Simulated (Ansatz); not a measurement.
`C[SiH2]/C(F)=C\F` + H₂O → `C[SiH2]O` + `F/C=C/F`  (formal hydrolysis of the Si–C bond)

Gas-phase electronic energies from Ansatz, PBE0-D4/def2-TZVP geometries. CCSD(T)/CBS is the MP2 limit (def2-TZVPP, def2-QZVPP) plus CCSD(T) − MP2 in def2-TZVPP, frozen cores. This one scheme is used for every species. Double bonds are as drawn, so ΔE can hold a change between cis and trans. DFT in def2-TZVPP. B3LYP here is the variant with VWN-RPA as its local correlation; programs differ in this. Each species was taken in one conformer, which may not be the lowest.

CCSD(T)/CBS gives -84.8 kJ/mol.

Another level gave -86.3 kJ/mol. Which?
A. r2SCAN-D4/def2-TZVPP
B. HF/def2-TZVPP
C. B3LYP/def2-TZVPP
D. PBE/def2-TZVPP

A. r2SCAN-D4 -86.3, B3LYP -94.2, PBE -80.8, HF/def2-TZVPP -109.1 kJ/mol.

Largest T1 diagnostic among the species: 0.012.

The D4 term adds +7.0 kJ/mol with B3LYP and +4.1 kJ/mol with PBE0; it sums over pairs of atoms, weighted by their polarisabilities, and B3LYP, whose exchange is more repulsive, gets the larger term. From PBE to PBE0 (25 % exact exchange), in def2-TZVPP and without D4, ΔE moves by −4.5 kJ/mol.
